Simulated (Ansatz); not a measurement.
Consider the ligand exchange at the Si–O bond: `[SiH3][O][Ge][O][SiH3]` + `C[O][SnH]([OH])[Cl]` → `C[O][SnH]([Cl])[O][SiH3]` + `[OH][Ge][O][SiH3]`.

Program: Ansatz. Geometries: PBE0-D4/def2-TZVP. ΔE: electronic, gas phase. CCSD(T)/CBS is the MP2 limit (def2-TZVPP, def2-QZVPP) plus CCSD(T) − MP2 in def2-TZVPP, frozen cores. def2 core potentials past Kr. For Ge, Sn outer-core shells are correlated without core-valence functions, which leaves a few kJ/mol of doubt a bond. Scalar relativity is left out up to krypton. One conformer a species, not always the lowest.

| level | ΔE (kJ/mol) |
| --- | --- |
| HF/def2-TZVPP | -6.8 |
| MP2/def2-QZVPP | -9.1 |

**Question.** What does CCSD(T)/CBS give? (Estimate.)

**Answer.** Computed: -9.1 kJ/mol. The listed levels differ from it by 2.3, 0.0 kJ/mol.

Largest T1 diagnostic among the species: 0.015.
